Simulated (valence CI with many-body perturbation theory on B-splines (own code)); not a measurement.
**Pb69+: what the settings do**

Calculated by relativistic CI+MBPT: three valence electrons over a frozen Dirac-Fock core [Ne], radial functions for each j: 6 s, 6 p, 5 d, 3 f, 1 g, with the one-electron correlation potential Σ1 (screened to all orders), the two-electron term Σ2, the three-electron term Σ3, Breit, model QED; selected single and double excitations, second order for the rest, scaled by the run's own slope (own B-spline code, finite nucleus).

No measured spectrum was set against this ion. As an estimate, large intervals hold to a few tenths of a per cent, small ones and those within an open d or f shell to about a per cent.

The reference run has the lowest level (3s^2 3p1/2) J=1/2 and an ionisation energy of 8680.77 eV. Its largest variational space holds 2826 state functions.

Levels are named by their leading jj configuration (3d3/2^4 stands for four electrons in 3d with j = 3/2), which in mixed levels can hold well under half, so a name can repeat and another be missing. Letters in brackets count levels of one name in rising energy.

Changed runs:
A. correlating orbitals by l 3 3 3 2 1 → 1 4 3 0 1; size limit of the variational space 10000 → 1500; second order for the rest on → off
B. screening of Σ1 on → off
C. size limit of the variational space 10000 → 3000
D. start configuration 3s2 3p1 → 3s2 4p1 (bad on purpose)

Excitation energies of the reference run in cm⁻¹, and shifts in cm⁻¹:

| Level | Reference | A | B | C |
| --- | --- | --- | --- | --- |
| (3s 3p1/2^2) J=1/2 | 1603340 | -190 | -18 | 0 |
| (3s^2 3p3/2) J=3/2 | 4808970 | -123 | +13 | 0 |
| (3s 3p1/2 3p3/2) J=3/2 [a] | 6125090 | -892 | -4.5 | 0 |
| (3s 3p1/2 3p3/2) J=5/2 | 6295790 | -422 | -4.2 | 0 |
| (3s 3p1/2 3p3/2) J=3/2 [b] | 6475950 | -210 | +1.0 | 0 |
| (3s 3p1/2 3p3/2) J=1/2 | 6577640 | -61 | -4.7 | 0 |
| (3s^2 3d3/2) J=3/2 | 6972790 | +1641 | +15 | 0 |
| (3s^2 3d5/2) J=5/2 | 7943500 | +1313 | +43 | 0 |
| (3s 3p1/2 3d3/2) J=3/2 [a] | 8018910 | -400 | -5.4 | 0 |
| (3s 3p1/2 3d3/2) J=3/2 [b] | 8140630 | -345 | -8.7 | 0 |
| (3s 3p1/2 3d3/2) J=5/2 | 8229840 | +482 | +3.4 | 0 |
| (3s 3p1/2 3d3/2) J=1/2 | 8478930 | +1711 | +3.3 | 0 |
| Ionisation energy (eV) | 8680.77 | -0.07 | +0.0089 | 0 |

No effect on these energies: C.

Run D: It gave no result: the start configuration must fill the lowest shells above the core. The program said: "4p is not the lowest shell of its kind above the core".
